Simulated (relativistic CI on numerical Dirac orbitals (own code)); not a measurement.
Method of calculation: Dirac-Coulomb-Breit CI, separate exchange-only KLI orbitals for each configuration, QED by a radiative potential, unscaled Slater integrals (own radial code, finite nucleus).

The strongest absorption lines from the ground level of an ion, among the configurations computed and to levels below about 534 eV (vacuum wavelength in nm, gf): 2.8315 (0.22), 3.8860 (0.17), 3.9489 (12), 3.9816 (7.4), 4.1892 (10), 4.6339 (0.25), 4.8400 (0.19), 4.8953 (0.23).

(1) Which ion is it?
A. Re XXIX
B. Tl XXXVII
C. Fr XLI
D. Tl XXXV

## Answers

(1) D. Tl XXXV has 47 electrons and the ground level 4s2 4p6 4d10 4f 2F°_5/2; the strongest line goes to 4s2 4p6 4d9 4f2 2F_5/2. The pattern of lines fixes the number of electrons, and along that sequence the line energies rise steadily with the charge (about as its square where n changes within one kind of shell, about linearly where n is kept but much faster in heavy ions where fine structure, which grows about as Z⁴, sets the gap, and irregularly where shells cross), which fixes Z. Configurations outside the model, such as inner-shell arrays, can give stronger lines. At this charge energies of transitions that change n are usually good to better than 1 %, and those within a shell (Δn = 0) to a few per cent.

LS names give the leading component of a level, which can be under half, so a name can repeat, a term be missing and a line seem to break the LS rules.
